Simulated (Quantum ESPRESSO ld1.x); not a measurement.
Pd, configuration [Kr] 4d10.

Method: scalar-relativistic Kohn-Sham, relativistic LDA (MacDonald-Vosko exchange, VWN5 correlation), spin-unpolarised, spherical densities, point nucleus; computed with ld1.x of Quantum ESPRESSO 7.5.

Energy parts (eV):
| part | energy |
|---|---|
| total | -137002.87 |
| kinetic | 141733.65 |
| electron-nucleus | -331046.03 |
| Hartree | 55918.89 |
| exchange-correlation | -3609.38 |

Orbitals (lengths in bohr, moments of r in powers of bohr; r(90%) holds 90 % of the orbital's charge):
| orbital | occ. | eigenvalue (eV) | <r^4> | r(90%) | <r^2> |
|---|---|---|---|---|---|
| 1s | 2 | -24032.4 | 4.948e-06 | 0.0573 | 0.001381 |
| 2s | 2 | -3513.45 | 0.0008847 | 0.214 | 0.02269 |
| 2p | 6 | -3155.50 | 0.0006314 | 0.197 | 0.01783 |
| 3s | 2 | -633.122 | 0.04220 | 0.561 | 0.1658 |
| 3p | 6 | -514.933 | 0.04520 | 0.572 | 0.1674 |
| 3d | 10 | -325.844 | 0.04412 | 0.568 | 0.1530 |
| 4s | 2 | -85.1299 | 1.578 | 1.38 | 1.019 |
| 4p | 6 | -51.2509 | 2.536 | 1.55 | 1.255 |
| 4d | 10 | -4.3132 | 27.50 | 2.67 | 3.247 |

The highest occupied level is 4d at -4.313 eV. Summed over all electrons, <r^2> = 45.06 bohr^2, which gives a Langevin (diamagnetic) susceptibility term of -35.7 x 10^-6 cm^3/mol. For comparison, the ionisation energy in NIST's Atomic Spectra Database is 8.337 eV (measured). In exact Kohn-Sham theory the highest level is minus the ionisation energy, but local and semilocal functionals leave it too shallow, through self-interaction and a potential that decays too fast; potentials with the right tail come closer.
